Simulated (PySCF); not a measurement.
# Working out the ionisation energy of Sc⁺

Sc⁺ [Ar] 3d1 4s1 (3D) → Sc²⁺ [Ar] 3d1 (2D). All numbers are calculated (PySCF 2.14, scalar relativity by spin-free X2C-1e, in x2c-TZVPPall (6s5p4d2f1g, 64 functions)). Frozen: [Ne]. Energies in hartree (1 hartree = 27.21139 eV):

```csv
part,Sc⁺ (lower),Sc²⁺ (upper)
UHF,-763.078182,-762.628852
MP2 opposite-spin,-0.139132,-0.129133
MP2 same-spin,-0.060052,-0.050159
```

Question: What does Hartree-Fock give?

Answer: (-762.628852) − (-763.078182) = 0.449330 hartree = 12.227 eV.

Question: What do MP2 and SCS-MP2 (6/5 opposite-spin, 1/3 same-spin) give?

Answer: The opposite-spin parts differ by 0.272 eV and the same-spin parts by 0.269 eV. MP2: 12.227 + (0.272) + (0.269) = 12.768 eV. SCS-MP2: 12.227 + 1.2 × (0.272) + (0.269)/3 = 12.643 eV.

A first-order spin-orbit estimate adds -0.001 eV to MP2 (valence and next inner shell), giving 12.767 eV against 12.800 eV (measured; NIST Atomic Spectra Database, ionization energies).

What remains against the reference includes basis incompleteness, the frozen core and correlation beyond second order.
